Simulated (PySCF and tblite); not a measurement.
Values are calculated unless marked as measured or tabulated.
C₅H₃BrN₂O, numbered as in [O:1]=[CH:2][c:3]1[cH:4][n:5][n:6][cH:7][c:8]1[Br:9].

Level: B3LYP-D3(BJ)/pcSseg-1 (IEF-PCM, tetrahydrofuran)//GFN2-xTB, thermal terms from GFN2-xTB, symmetry numbers and mirror pairs counted. Conformers within 2.5 kcal/mol (GFN2-xTB free energy) were kept, 2 at most. Couplings: B3LYP/6-31G* with pcJ-1 on H (gas phase; spin-dipole term only for pairs with B, N, F, Si or P). H–H couplings come out 0.1 to 0.9 Hz lower than with pcJ-1 on all atoms. Programs: PySCF with density fitting and tblite.

Torsions listed: O1–C2–C3–C4.

| conformer | shape | weight % |
| --- | --- | --- |
| 1 | 0° | 96.5 |
| 2 | 180° | 3.5 |

**Question.** Give the couplings in each conformer and the averages at 298.15 K (pairs that fast motion interchanges averaged).

**Answer.** 
```csv
coupling,pairs,1,2,average (Hz)
```

Spin–orbit effects of the heavy atoms on shieldings are missing.
